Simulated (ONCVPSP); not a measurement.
## What one change does to a pseudopotential (W, ONCV)

- Element: W
- Generator: ONCVPSP 4.0.1
- Type: optimised norm-conserving Vanderbilt (ONCV)
- Functional: LDA (Perdew-Wang 92)
- Relativity: scalar-relativistic
- Frozen core: [Kr] 4d10 4f14
- Valence charge: 14
- Reference configuration: 5s2 5p6 5d4 6s2
- Partial waves: 5s+6s: rc 1.80 bohr, ncon 4, nbas 7, qcut 7.5 1/bohr, 2 projectors; 5p: rc 1.75 bohr, ncon 5, nbas 9, qcut 8.3 1/bohr, 2 projectors, debl 3 Ha; 5d: rc 2.25 bohr, ncon 4, nbas 8, qcut 7.3 1/bohr, 2 projectors, debl 0.6 Ha
- Local potential: polynomial inside 1.55 bohr (lpopt 5, dvloc0 0 Ha)
- Core correction: none

All-electron outer shells of the reference configuration (LDA (PZ), scalar-relativistic, ld1.x):

```
shell  level (eV)  outermost node (bohr)  outermost maximum (bohr)
   5s      -79.30                   0.53                      0.96
   5p      -43.38                   0.57                      1.09
   4f      -33.46                      –                      0.43
   6s       -5.91                   1.28                      2.64
   5d       -4.68                   0.63                      1.50
```

Change: all radii scaled by about 0.85 (s 1.54, p 1.48, d 1.92 bohr); local potential polynomial inside 1.32 bohr (lpopt 5, dvloc0 0 Ha).

Cutoffs: the cutoffs (Ha) at which the residual kinetic energy of the hardest occupied pseudo-wave falls to 1 and 0.1 mHa per electron; they do not see the model core or the augmentation charge, which bear on the density cutoff. Errors are all-electron minus pseudo energies relative to the spin-unpolarised reference configuration.

Task: How do hardness, ghosts and transferability respond?

Result: The potential gets harder (25 Ha and 29 Ha → 29 Ha and 37 Ha); of the 4 tests that both files solve, the error grows in 0 and shrinks in 2 by more than 15 % and 0.3 meV (median size 4.3 → 3.0 meV); neither file shows a bound ghost. A smaller radius makes the pseudo-wave follow the all-electron one further in, where it bends more sharply, so more plane waves are needed.

| quantity | base | changed |
| --- | --- | --- |
| cutoff, loose | 25 Ha | 29 Ha |
| cutoff, tight | 29 Ha | 37 Ha |
| loose cutoff by channel | s 18 Ha, p 25 Ha, d 15 Ha | s 22 Ha, p 29 Ha, d 15 Ha |
| bound ghosts | none | none |
| GHOST(+) flags under 300 eV | s at 273.4 eV | s at 243.3 eV |
| error for 5s2 5p6 5d4 6s1, meV [ΔE 9.13 eV] | -2.7 | -2.3 |
| error for 5s2 5p6 5d4 6s0, meV [ΔE 25.14 eV] | -6.0 | -3.7 |
| error for 5s2 5p6 5d3 6s0, meV [ΔE 50.85 eV] | -14 | -12 |
| error for 5s2 5p6 5d4 6s0 6p2, meV [ΔE 9.43 eV] | -1.6 | -0.2 |
